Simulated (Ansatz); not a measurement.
FGa, charge +1, doublet, geometry from GFN2-xTB (such geometries of metal compounds can be far from the true shape) (a state made from the parent by changing its charge; the spin is typed, not shown lowest); B3LYP/def2-SVP (Ansatz, an electronic-structure program).

The Ansatz input:
Ansatz 0.2 input:
```yaml
crystal:
  periodic: [false, false, false]
  atoms:
    - {symbol: Ga, position_ang: [-0.00000000, -0.00000000, -0.41893312]}
    - {symbol: F, position_ang: [0.00000000, 0.00000000, 1.44299185]}
basis:
  gaussian:
    orbitals: def2-SVP
hamiltonian:
  xc: b3lyp
total_charge: 1
magnetization: {spin_polarized: true, initial_magnetization: 1}
accuracy: high
```

The log (banner, timings and long lists left out):

```
Functional definition: B3LYP
761 factors; integrals over basis functions are off by at most 4.6e-9 eV
mean field evaluation 1: about -55058.5010 eV, gradient 7.3e1 eV
mean field evaluation 2: about -54773.0601 eV, gradient 1.6e2 eV
mean field evaluation 4: about -55077.5643 eV, gradient 1.0e1 eV
mean field evaluation 8: about -55078.0840 eV, gradient 2.7e-1 eV
mean field evaluation 16: about -55078.0978 eV, gradient 2.5e-5 eV
mean field -55078.09776122 eV, -2024.0827594492 hartree, gradient 3.5e-8 eV, S^2 0.756575; 1 other end points of the search recorded, 0 dependent functions left out
reference -55078.09778765 eV, -2024.0827604204 hartree; 20, 19 occupied and 26, 27 virtual orbitals, 761 factors
Total energy: -55078.09778765 eV, -2024.0827604204 hartree
```
